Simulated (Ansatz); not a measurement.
Sn2O6H4. Charge 0, multiplicity 3. Geometry r2SCAN-D4/def2-SVP, that of the neutral singlet; atoms count from 1.

```tsv
atom	x (Å)	y (Å)	z (Å)
Sn1	1.871	0.761	-0.537
Sn2	-1.922	0.094	-0.149
O3	-0.395	1.101	-2.267
O4	1.753	0.854	1.448
O5	-0.248	1.365	-0.825
O6	0.659	-1.296	-0.395
O7	-0.736	-0.371	1.513
O8	-0.592	-1.286	-1.150
H9	-0.369	0.103	-2.251
H10	0.867	0.589	1.766
H11	-1.197	-0.701	2.297
H12	0.308	-1.212	0.551
```

In the def2 sets Sn takes a core potential; there is no spin–orbit coupling. The structure holds 2 bonds between oxygen atoms, so isomers without such links may lie far lower. At PBE0-D4/def2-TZVP a singlet of charge 0 lies 3.79 eV below the triplet at the same geometry. The structure comes from a short search, and lower isomers may exist.

(1) Estimate the Mulliken populations from the PBE0/def2-TZVP orbitals of Ansatz.

(2) Where does the spin sit?

(3) And the Mayer bond orders between heavy atoms (over 0.3)?

## Answers

(1) 
```csv
atom,charge (e),spin (α − β)
Sn1,0.78,0.11
Sn2,0.68,0.30
O3,-0.28,0.03
O4,-0.69,0.03
O5,-0.43,-0.01
O6,-0.30,0.61
O7,-0.82,0.00
O8,-0.30,0.92
H9,0.34,0.00
H10,0.34,0.00
H11,0.33,0.00
H12,0.35,0.01
```
Mulliken values depend strongly on the basis.

(2) Summed by element: Sn 0.41, O 1.59, H 0.00, of 2 unpaired in all. Largest on single atoms: O8 0.92, O6 0.61, Sn2 0.30.

(3) Sn1–O4 0.98 (1.99 Å); Sn1–O5 0.41 (2.22 Å); Sn1–O6 0.33 (2.39 Å); Sn2–O5 0.46 (2.21 Å); Sn2–O7 0.62 (2.09 Å); Sn2–O8 0.65 (2.16 Å); O3–O5 0.84 (1.47 Å); O6–O8 0.68 (1.46 Å).
